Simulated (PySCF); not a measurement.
InHClBr, SMILES [Cl][InH][Br]. Heavy atoms are numbered as in [InH:1]([Cl:3])[Br:4]. Hydrogens are named by the atom that carries them.

The structure is a stationary point at PBE0-D3(BJ)/def2-SVP. The def2 effective core potentials stand for the cores of In; spin–orbit coupling is left out.

All values below come from CAM-B3LYP/def2-TZVPD (PySCF).

Mulliken values depend strongly on the basis, most of all with diffuse functions as here. ESP charges are fitted to the potential on shells at 1.4 to 2.0 van der Waals radii. Atomic charges (e), one atom of each kind:

```
atom       ESP fit  Mulliken
---------  -------  --------
In1 (InH)     0.68      0.83
H on In1     -0.11     -0.04
Cl3          -0.30     -0.41
Br4          -0.26     -0.38
```
